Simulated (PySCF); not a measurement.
This script is equivalent to a calculation on Fe(8+) (iron, charge +8).

```python
from pyscf import gto, scf, dft, mp, cc
mol = gto.M(atom="Fe 0 0 0", charge=8, spin=0, symmetry="D2h",
            basis=gto.etbs([(0, 18, 0.4, 2.5), (1, 12, 0.52, 2.5), (2, 5, 4.4, 2.7), (3, 4, 6.5, 2.7)]))
mf = scf.UHF(mol)
mf.irrep_nelec = {'Ag': (3, 3), 'B1u': (2, 2), 'B2u': (2, 2), 'B3u': (2, 2)}
mf.kernel()
```

(1) What total energy does it give?

(2) Which occupied shell lies highest, and where?

Results:

(1) -1242.14205 hartree (calculated).

(2) 3p, at -233.79 eV.
